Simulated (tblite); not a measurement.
A tight-binding relaxation on `Bc1[se]cc(OC)c1C`.

Computed with GFN2-xTB geometry optimisation, gas phase (tblite 0.8.0). Start geometry: from a force field or distance geometry. A driver script takes a list of jobs; this job's settings line and coordinates (Å) are shown.

Command:
```bash
OMP_NUM_THREADS=1 python probes_run.py task.json out
```

Input:
```
{"job": {"kind": "relax", "xc": "GFN2-xTB", "basis": "xTB"}, "charge": 0, "multiplicity": 1}
B     -2.965800     1.394400     0.088500
C     -1.403400     1.245400     0.092600
Se    -0.013600     2.699400     0.311800
C      1.309400     1.350400     0.158300
C      0.665400     0.153100     0.015900
O      1.443000    -1.043800    -0.127000
C      2.854700    -0.974500    -0.093300
C     -0.664800     0.115600    -0.018200
C     -1.403100    -1.233100    -0.198000
H     -3.517800     1.256700     1.136000
H     -3.567800     0.965400    -0.860100
H      2.387700     1.561300     0.216500
H      3.233600    -0.154600    -0.710200
H      3.124300    -0.786700     0.979200
H      3.248900    -1.949800    -0.346400
H     -1.479100    -1.499600    -1.245600
H     -0.837800    -1.980500     0.374900
H     -2.422600    -1.112800     0.213700
```

Output:
```
step      E/eV     max force
  0    -703.07184    6.460
  1    -703.56991    1.800
  2    -703.67215    1.069
  3    -703.79062    0.857
  4    -703.82378    0.545
  5    -703.85312    0.320
  6    -703.86406    0.360
  7    -703.88030    0.303
  8    -703.89073    0.390
  9    -703.90312    0.381
... (61 lines left out)
 71    -704.25184    0.013
 72    -704.25187    0.013
 73    -704.25190    0.016
 74    -704.25195    0.017
 75    -704.25199    0.015
 76    -704.25202    0.014
 77    -704.25204    0.011
 78    -704.25207    0.014
 79    -704.25209    0.013
 80    -704.25211    0.009
```

«max force» is the largest atomic force in eV/Å.

**Question.** From which step on does the largest force stay under 0.1 eV/Å, and how much energy is left to gain from there?

**Answer.** From step 50 (0.089 eV/Å), 8.7 meV above the end.

In short: energy lowered by 27.2 kcal/mol over 80 steps; largest atomic force 0.009 eV/Å at the end.

On an Arm Neoverse N1 with one thread, shared host with 64 logical CPUs at a one-minute load of 61, this took 1.1 s wall.
Labels such as C1 count atoms from 1, the log's own numbers from 0.
